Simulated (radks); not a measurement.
Question: The mean radii <r> (bohr) of the occupied orbitals of an atom or ion are listed with their occupations. Method: non-relativistic Kohn-Sham, revTPSS, spin-polarised, spherical densities, point nucleus; meta-GGA in the generalised Kohn-Sham scheme; computed with a radial shooting solver on a logarithmic mesh with Libxc functionals.

orbital  occ.      <r>
1s up       1  0.07352
1s down     1  0.07352
2s up       1   0.3454
2s down     1   0.3453
2p up       3   0.3088
2p down     3   0.3086
3s up       1    1.082
3s down     1    1.081
3p up       3    1.171
3p down     3    1.168
3d up       1    1.705
4s up       1    3.353

Name the element and its charge. Open shells, if any, are filled with parallel spins first.

Answer: Z = 21, scandium, charge +1: Sc+ in [Ar] 3d1 4s1. The 1s radius gives Z: for a bare nucleus <r> = 1.5/Z, 0.07143 bohr for Z = 21, and screening makes it slightly larger (0.07352 here). The occupations add up to 20, and the charge is Z minus that.
